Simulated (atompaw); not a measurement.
**Building the PAW (atompaw) potential for N (PBE, scalar-relativistic).**

atompaw 4.2.0.5 input, output lines left out:

```
N 7
GGA-PBE scalarrelativistic loggrid 1500 logderivrange -4 5 226
2 2 0 0 0 0
2 1 2
0 0 0
c
v
v
1
2.20 2.14 1.80 1.70
y
-0.65
n
y
-1
n
custom rrkj gramschmidtortho besselshape
2 0 troulliermartins
2.20
0.95
2.20
2.20
```

All-electron outer shells of the reference configuration (PBE, scalar-relativistic, ld1.x):

```
shell  level (eV)  outermost node (bohr)  outermost maximum (bohr)
   2s      -32.46                   0.32                      0.99
   2p      -20.69                      –                      0.92
```

(1) Estimate the cutoffs (Ry, on a coarse ladder) from which the occupation-weighted sum of valence levels, in a spherical-Bessel basis at the reference potential, stays within 10 and 1 mRy of its value at 400 Ry.

(2) What does a ghost test show?

(3) Is the overlap operator S = 1 + Σ q|β⟩⟨β| positive definite (Bessel basis up to 400 Ry)?

(4) Which valence shell sets the plane-wave cutoff?

Results:

(1) 15 Ry and 18 Ry.

(2) No extra level below or beside the all-electron valence levels (s, p, d, f tested).

(3) Yes: its lowest eigenvalue is 0.68 (p channel).

(4) 2p: its level needs 15 Ry to come within 1 mRy, against 10 Ry for 2s.
